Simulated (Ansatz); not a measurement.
Reaction (formal hydrolysis of the In–F bond): `[F][InH][F]` + H₂O → `[OH][InH][F]` + H–F

Program: Ansatz. Geometries: PBE0-D4/def2-TZVP. ΔE: electronic, gas phase. CCSD(T)/CBS is the MP2 limit (def2-TZVPP, def2-QZVPP) plus CCSD(T) − MP2 in def2-TZVPP, frozen cores. This one scheme is used for every species. Elements past krypton have def2 core potentials. For In outer-core shells are correlated without core-valence functions, which leaves a few kJ/mol of doubt a bond. One conformer a species, not always the lowest.

| level | ΔE (kcal/mol) |
| --- | --- |
| SCS-MP2/def2-TZVPP | 6.9 |
| HF/def2-QZVPP | 11.0 |

Question: What does CCSD(T)/CBS give? (Best estimate.)

Answer: Computed: +7.1 kcal/mol. The listed levels differ from it by -0.2, 3.9 kcal/mol.

Largest T1 diagnostic among the species: 0.017.

In def2-TZVPP, CCSD(T) changes the Hartree–Fock value by −3.7 kcal/mol (the triples alone add −0.4 kcal/mol) and MP2 by −4.5 kcal/mol.
